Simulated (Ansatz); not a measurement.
AsH+, multiplicity 2 (lowest of 2S+1 = 2, 4 at CCSD(T)/def2-TZVPP on PBE0 minima; our sources give no spin for the ground state, which may be another), most abundant isotopes (1.0078 and 74.9216 u). Constants from fifth-degree fits in 1/R to seven points on the lowest solution found; no spin–orbit coupling, no relativity up to Kr; ω_e x_e and α_e move by some per cent with the fit.

Correlated levels freeze the inner cores; with def2 sets outer-core shells near the valence are correlated too. CBS: X⁻³ extrapolation of the correlation energy, Hartree–Fock from the larger set.

Codes used: Ansatz (Gaussian basis) for Hartree–Fock, density functionals and correlated methods. 

```json
[
 {"level": "PBE/def2-TZVPP", "r_e (Å)": "1.5509", "ω_e (cm⁻¹)": "2111.1", "ω_e x_e (cm⁻¹)": "33.0", "α_e (cm⁻¹)": "0.185"},
 {"level": "CCSD(T)/CBS(def2-TZVPP, def2-QZVPP)", "r_e (Å)": "1.5222", "ω_e (cm⁻¹)": "2208.7", "ω_e x_e (cm⁻¹)": "33.1", "α_e (cm⁻¹)": "0.192"}
]
```

Problem. Derive the rotational constants, the centrifugal constant, the fundamental, the zero-point energy and the force constant.

Solution. 
μ = 0.99445 u.
- PBE/def2-TZVPP: B_e = 16.8576/(μ r_e²) = 7.0481 cm⁻¹; B₀ = B_e − α_e/2 = 6.9554 cm⁻¹; D = 4B_e³/ω_e² = 3.14e-04 cm⁻¹; fundamental ω_e − 2ω_e x_e = 2045 cm⁻¹; zero-point energy ω_e/2 − ω_e x_e/4 = 1047 cm⁻¹; k = μ(2πcω_e)² = 261 N/m
- CCSD(T)/CBS(def2-TZVPP, def2-QZVPP): B_e = 16.8576/(μ r_e²) = 7.3160 cm⁻¹; B₀ = B_e − α_e/2 = 7.2200 cm⁻¹; D = 4B_e³/ω_e² = 3.21e-04 cm⁻¹; fundamental ω_e − 2ω_e x_e = 2143 cm⁻¹; zero-point energy ω_e/2 − ω_e x_e/4 = 1096 cm⁻¹; k = μ(2πcω_e)² = 286 N/m

Ansatz is a quantum-chemistry and plane-wave program.
